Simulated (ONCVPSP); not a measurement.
# P, ONCV: configuration errors across variants

```json
{
 "Element": "P",
 "Generator": "ONCVPSP 4.0.1",
 "Type": "optimised norm-conserving Vanderbilt (ONCV)",
 "Functional": "PBEsol",
 "Relativity": "scalar-relativistic",
 "Frozen core": "[Ne]",
 "Valence charge": "5",
 "Reference configuration": "3s2 3p2 (charge +1)",
 "Partial waves": "3s: rc 1.40 bohr, ncon 3, nbas 6, qcut 4 1/bohr, 1 projector; 3p: rc 1.40 bohr, ncon 3, nbas 8, qcut 6.8 1/bohr, 1 projector",
 "Local potential": "polynomial inside 0.90 bohr (lpopt 5, dvloc0 4 Ha)",
 "Core correction": "none"
}
```

All-electron excitation energies from the reference (eV): (1) 3s2 3p3 -9.698; (2) 3s2 3p1 19.112; (3) 3s2 3p0 48.818; (4) 3s0 3p5 7.454.

Errors AE − PS in meV (a dash: test not solved or not reliable):

```tsv
change	(1)	(2)	(3)	(4)	bound ghosts	GHOST(+) flags above zero
base	+5.6	+11	+75	+2.1	none	s
all radii scaled by about 0.94 (s 1.32, p 1.32 bohr); local potential polynomial inside 0.84 bohr (lpopt 5, dvloc0 4 Ha)	+6.4	+11	+83	+2.3	none	none
core correction Teter function, fcfact 2.75, rcfact 1.25	+5.3	+8.4	+53	-3.5	none	s
p: nproj 2	+3.8	+9.6	+76	+1.9	none	s
s: ncon 4, nbas 7	+5.3	+10	+70	+0.6	none	s
local potential polynomial inside 0.90 bohr (lpopt 5, dvloc0 6 Ha)	+5.1	+9.5	+64	+2.0	none	none
local potential polynomial inside 1.30 bohr (lpopt 5, dvloc0 4 Ha)	+3.9	+7.2	+53	+1.9	none	none
```

**Question.** Give the same row for: s: qcut 4.5; p: qcut 7.7.

**Answer.** +4.9, +9.1, +60, 0.0; bound ghosts: none; GHOST(+) flags above zero: s.
